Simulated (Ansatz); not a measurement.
A structure relaxed at PBE-D4/def2-SVP in Ansatz, charge 0, singlet:

```xyz
52

F     0.6037    0.5990   -5.6898
P     1.2507   -0.6169   -4.8205
F     0.8574   -1.7236   -5.9480
F    -0.2387   -0.8588   -4.0732
F     2.7267   -0.3841   -5.4673
F     1.8780   -1.8420   -3.8500
F     1.6288    0.4756   -3.5941
C    -2.2772    4.0452    5.2356
C    -1.4598    4.8818    4.4594
C    -1.5379    4.8406    3.0582
C    -2.4424    3.9596    2.4367
S    -2.5877    3.9518    0.6528
C    -1.6399    2.5280    0.1852
C    -0.8451    1.7822    1.0841
C    -0.1184    0.6781    0.6268
C    -0.1934    0.3196   -0.7288
S     0.6901   -1.0408   -1.4669
C    -0.2557   -2.5151   -1.0828
C    -0.1291   -3.5284   -2.0498
C    -0.8428   -4.7201   -1.8580
C    -1.6736   -4.8771   -0.7366
C    -1.8059   -3.8397    0.2019
C    -1.0975   -2.6410    0.0329
C     2.2028   -1.1989   -0.5182
C     3.3136   -0.5873   -1.1267
C     4.5530   -0.6677   -0.4758
C     4.6724   -1.3591    0.7408
C     3.5539   -1.9847    1.3167
C     2.3032   -1.9132    0.6858
C    -0.9537    1.0697   -1.6481
C    -1.6810    2.1660   -1.1818
C    -3.2716    3.1269    3.2139
C    -3.1807    3.1677    4.6127
H    -2.2144    4.0803    6.3340
H    -0.7544    5.5729    4.9459
H    -0.8999    5.4882    2.4382
H    -0.7875    2.0728    2.1423
H     0.5227    0.1172    1.3230
H     0.5051   -3.3590   -2.9347
H    -0.7599   -5.5248   -2.6036
H    -2.2369   -5.8124   -0.5988
H    -2.4727   -3.9594    1.0691
H    -1.2153   -1.8114    0.7452
H     3.1909   -0.0806   -2.0971
H     5.4353   -0.1988   -0.9361
H     5.6513   -1.4257    1.2393
H     3.6554   -2.5415    2.2603
H     1.4274   -2.4236    1.1126
H    -0.9552    0.7860   -2.7125
H    -2.2830    2.7568   -1.8890
H    -3.9838    2.4530    2.7142
H    -3.8278    2.5166    5.2204
```

Question: Give its formula, name or SMILES.

Answer: (4-phenylthiophenyl)diphenylsulfonium hexafluorophosphate, `F[P-](F)(F)(F)(F)F.c1ccc(Sc2ccc([S+](c3ccccc3)c3ccccc3)cc2)cc1`.

Question: Summarise the bond lengths by kind (pairs closer than 1.2 times the sum of covalent radii, bridged metal pairs left out).

Answer: 24 × C–C 1.40 to 1.41 Å; 6 × F–P 1.63 to 1.69 Å; 5 × C–S 1.77 to 1.79 Å; 19 × C–H 1.10 Å.

Single mean-field runs in def2-SVP are fitted with def2-universal-jkfit.
